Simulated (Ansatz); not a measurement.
All values below come from frozen-core CCSD(T)/cc-pVQZ // CAM-B3LYP-D3(BJ)/def2-TZVP run with Ansatz (a first-principles code).

Ansatz 0.2 input:
```yaml
crystal:
  periodic: [false, false, false]
  atoms:
    - { symbol: B, position_ang: [1.529472, -0.08052, 0.014131] }
    - { symbol: N, position_ang: [0.28655, -0.015101, 0.00247] }
    - { symbol: B, position_ang: [-1.109049, 0.058384, -0.010295] }
    - { symbol: H, position_ang: [2.694542, -0.141836, 0.025091] }
    - { symbol: H, position_ang: [-1.755278, -0.94518, -0.011294] }
    - { symbol: H, position_ang: [-1.646239, 1.124254, -0.020103] }
basis:
  gaussian: { orbitals: cc-pVQZ }
correlation:
  method: ccsd_t
```

Output:

```
Functional definition: HF
1516 factors; integrals over basis functions are off by at most 1.0e-3 eV
mean field evaluation 1: about -2870.4913 eV, gradient 4.1e1 eV
mean field evaluation 2: about -2870.4915 eV, gradient 4.1e1 eV
mean field evaluation 4: about -2874.4032 eV, gradient 3.4e0 eV
mean field evaluation 8: about -2874.4488 eV, gradient 1.9e-1 eV
mean field evaluation 16: about -2874.4470 eV, gradient 6.1e-1 eV
mean field -2874.44911798 eV, -105.6340567143 hartree, gradient 5.2e-6 eV, S^2 0.000000; 0 other end points of the search recorded, 0 dependent functions left out
3 core orbitals not correlated
reference -2874.44911798 eV, -105.6340567143 hartree; 7, 7 occupied and 245, 245 virtual orbitals, 1516 factors
second order -11.36190157 eV of doubles, -0.00000000 eV of singles
cycle   1  -11.41170834 eV  change   -5.0e-2 eV  update   8.3e-2
cycle   2  -11.74182898 eV  change   -3.3e-1 eV  update   2.6e-2
cycle   3  -11.82393395 eV  change   -8.2e-2 eV  update   1.3e-2
cycle   4  -11.81449982 eV  change    9.4e-3 eV  update   3.1e-3
cycle   5  -11.81479770 eV  change   -3.0e-4 eV  update   1.5e-3
cycle   6  -11.81516018 eV  change   -3.6e-4 eV  update   3.6e-4
cycle   7  -11.81501350 eV  change    1.5e-4 eV  update   1.5e-4
cycle   8  -11.81503433 eV  change   -2.1e-5 eV  update   6.3e-5
cycle   9  -11.81504303 eV  change   -8.7e-6 eV  update   2.2e-5
cycle  10  -11.81503113 eV  change    1.2e-5 eV  update   8.6e-6
perturbative correction -0.54054603 eV, -0.0198647002 hartree
Total energy: -2886.80469514 eV, -106.0881158000 hartree
```

Cost: around 2.4 core-minutes (rough).
